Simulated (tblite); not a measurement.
A geometry optimisation, step by step.

C₄H₉BF₂S.
Numbering: `[CH3:1][S:2][CH2:3][C@H:4]([CH3:5])[B:6]([F:7])[F:8]` (hydrogens: H9, H10, H11 on C1; H12, H13 on C3; H14 on C4; H15, H16, H17 on C5)

Computed with GFN2-xTB (tblite), gas phase: L-BFGS steps from a force-field or distance-geometry start until the largest atomic force falls under 0.01 eV/Å. 6 of its 210 geometries are shown.

Step 0: E = -738.5690 eV, largest atomic force 3.877 eV/Å
```
atom  x, y, z in Å  |  force x, y, z in eV/Å
C1      2.884    0.635   -0.472    0.264   0.023   1.326
S2      1.142    0.412   -1.013    0.455   0.408  -0.715
C3      0.387   -0.816    0.080    1.136  -1.086   0.603
C4     -1.056   -0.515    0.392    0.428  -0.657   2.074
C5     -1.941   -0.364   -0.793   -1.836   0.287  -1.129
B6     -1.247    0.761    1.318   -2.519   2.922  -0.386
F7     -0.866    2.077    0.819   -0.968  -3.165   1.876
F8     -2.379    0.725    2.223    2.949   0.509  -1.819
H9      2.938    1.546    0.167   -0.114  -0.547  -0.456
H10     3.560    0.772   -1.317   -0.445  -0.160   0.014
H11     3.228   -0.220    0.152   -0.365   0.455  -0.608
H12     0.487   -1.828   -0.385    0.010   0.687   0.231
H13     0.944   -0.803    1.047   -0.119  -0.151  -0.703
H14    -1.442   -1.401    0.968    0.286   0.537  -0.259
H15    -1.544    0.349   -1.545   -0.160  -0.663   0.429
H16    -2.185   -1.363   -1.219    0.437   0.796  -0.045
H17    -2.917    0.045   -0.433    0.562  -0.194  -0.434
```

Step 42: E = -739.7020 eV, largest atomic force 0.092 eV/Å
```
atom  x, y, z in Å  |  force x, y, z in eV/Å
C1      2.744    0.609   -0.414   -0.031  -0.017  -0.016
S2      1.111    0.323   -1.161    0.022   0.078  -0.034
C3      0.358   -0.780    0.093   -0.009  -0.038  -0.002
C4     -1.103   -0.445    0.418    0.016   0.025   0.043
C5     -1.951   -0.452   -0.867    0.028  -0.005   0.034
B6     -1.234    0.903    1.254    0.004   0.035  -0.015
F7     -0.460    1.955    1.116    0.001   0.025   0.004
F8     -2.112    1.025    2.231   -0.055   0.025  -0.015
H9      2.665    1.311    0.413   -0.052  -0.040  -0.039
H10     3.365    1.029   -1.202   -0.025  -0.008   0.069
H11     3.157   -0.339   -0.081    0.016   0.033  -0.032
H12     0.417   -1.790   -0.311    0.024  -0.088   0.009
H13     0.971   -0.705    0.989    0.023  -0.030   0.004
H14    -1.477   -1.254    1.059    0.007  -0.038  -0.028
H15    -1.623    0.341   -1.534   -0.014  -0.008   0.001
H16    -1.829   -1.405   -1.377    0.006   0.009  -0.008
H17    -3.006   -0.314   -0.639    0.038   0.041   0.025
```

Step 84: E = -739.8017 eV, largest atomic force 0.206 eV/Å
```
atom  x, y, z in Å  |  force x, y, z in eV/Å
C1      2.595    0.742   -0.351   -0.033  -0.042  -0.007
S2      1.130    0.159   -1.251   -0.032  -0.052   0.049
C3      0.366   -0.940    0.010    0.140   0.033  -0.083
C4     -1.030   -0.457    0.414    0.030  -0.082  -0.037
C5     -1.984   -0.506   -0.787   -0.042  -0.036  -0.069
B6     -1.007    0.953    1.143   -0.137  -0.070   0.137
F7      0.074    1.481    1.677    0.037   0.059   0.006
F8     -2.108    1.630    1.400    0.041   0.040  -0.065
H9      2.297    1.173    0.599   -0.019   0.029  -0.010
H10     3.048    1.498   -0.981    0.051   0.038  -0.001
H11     3.287   -0.083   -0.204   -0.004  -0.006  -0.001
H12     0.324   -1.940   -0.424   -0.040   0.054   0.009
H13     1.041   -0.944    0.864   -0.030  -0.028  -0.021
H14    -1.405   -1.185    1.149   -0.025   0.041   0.043
H15    -1.604    0.124   -1.588   -0.009   0.029   0.019
H16    -2.051   -1.524   -1.165   -0.027   0.001   0.011
H17    -2.981   -0.166   -0.514    0.100  -0.006   0.021
```

Step 125: E = -739.8229 eV, largest atomic force 0.012 eV/Å
```
atom  x, y, z in Å  |  force x, y, z in eV/Å
C1      2.487    0.835   -0.291    0.001   0.005   0.000
S2      1.158    0.120   -1.301   -0.007  -0.005   0.001
C3      0.380   -1.009   -0.084   -0.002  -0.002   0.003
C4     -0.978   -0.492    0.414    0.006   0.002  -0.001
C5     -2.012   -0.542   -0.716    0.007  -0.004   0.000
B6     -0.871    0.943    1.093    0.001   0.004   0.001
F7      0.063    1.242    1.978    0.002  -0.007   0.005
F8     -1.724    1.918    0.882   -0.008   0.009   0.002
H9      2.071    1.318    0.587   -0.001   0.001  -0.003
H10     2.987    1.568   -0.915   -0.001   0.000  -0.009
H11     3.186    0.052   -0.008    0.000  -0.001   0.004
H12     0.251   -1.964   -0.593    0.004  -0.002   0.000
H13     1.086   -1.126    0.735   -0.004  -0.001   0.002
H14    -1.300   -1.193    1.199    0.000   0.001  -0.004
H15    -1.667    0.050   -1.560    0.005   0.008   0.006
H16    -2.158   -1.566   -1.050   -0.004  -0.005  -0.006
H17    -2.965   -0.142   -0.380    0.002   0.000  -0.002
```

Step 167: E = -739.8336 eV, largest atomic force 0.063 eV/Å
```
atom  x, y, z in Å  |  force x, y, z in eV/Å
C1      2.314    0.907   -0.324    0.024   0.020   0.029
S2      1.239   -0.103   -1.377    0.009  -0.028   0.030
C3      0.405   -1.107   -0.099    0.004   0.020  -0.009
C4     -0.915   -0.503    0.410   -0.030  -0.031   0.012
C5     -1.958   -0.487   -0.712   -0.012   0.011   0.024
B6     -0.741    0.904    1.130   -0.034  -0.026   0.010
F7     -0.007    1.041    2.221    0.027   0.012  -0.005
F8     -1.353    2.008    0.765    0.036  -0.010  -0.008
H9      1.721    1.570    0.302    0.001  -0.043  -0.031
H10     2.951    1.493   -0.979   -0.051  -0.002  -0.032
H11     2.929    0.248    0.284   -0.008   0.030   0.027
H12     0.198   -2.069   -0.566    0.040  -0.008  -0.042
H13     1.112   -1.248    0.718    0.021   0.009  -0.009
H14    -1.254   -1.202    1.188   -0.053  -0.014   0.005
H15    -1.650    0.194   -1.499    0.032   0.033  -0.043
H16    -2.078   -1.478   -1.145    0.023   0.003   0.046
H17    -2.918   -0.156   -0.328   -0.030   0.025  -0.003
```

Step 209: E = -739.8742 eV, largest atomic force 0.007 eV/Å
```
atom  x, y, z in Å  |  force x, y, z in eV/Å
C1      2.008    0.980   -0.429   -0.002   0.002  -0.001
S2      1.384   -0.478   -1.303   -0.001   0.001   0.002
C3      0.433   -1.276    0.028    0.001  -0.003  -0.001
C4     -0.855   -0.531    0.420    0.004  -0.002  -0.003
C5     -1.767   -0.337   -0.796    0.005  -0.001   0.001
B6     -0.584    0.802    1.240   -0.005  -0.004  -0.001
F7      0.226    0.828    2.285    0.007   0.001   0.002
F8     -1.199    1.946    1.020   -0.004   0.003  -0.003
H9      1.175    1.612   -0.127    0.003   0.001  -0.004
H10     2.639    1.518   -1.128    0.000  -0.002   0.004
H11     2.585    0.670    0.438   -0.002  -0.001   0.000
H12     0.190   -2.261   -0.372   -0.001  -0.002  -0.003
H13     1.095   -1.390    0.887   -0.004   0.002   0.001
H14    -1.368   -1.207    1.121    0.000   0.003   0.000
H15    -1.270    0.272   -1.547   -0.003  -0.002   0.001
H16    -2.012   -1.298   -1.242    0.001   0.005   0.001
H17    -2.687    0.162   -0.505    0.001  -0.002   0.002
```

Task: Summarise the path.

Result: The energy falls by 1.3052 eV from step 0 to step 209; nine tenths of that is first reached at step 66. It rises by more than 0.2 meV at steps 53, 164 and 169. The largest force goes from 3.877 to 0.007 eV/Å. Among the bonds B6–F7 changes most, from 1.458 to 1.322 Å; the atoms move by 1.041 Å rms after alignment.

What follows is the cost of the whole relaxation. Time: 1.3 s wall. Hardware: one thread of an Arm Neoverse V1, on a shared host.
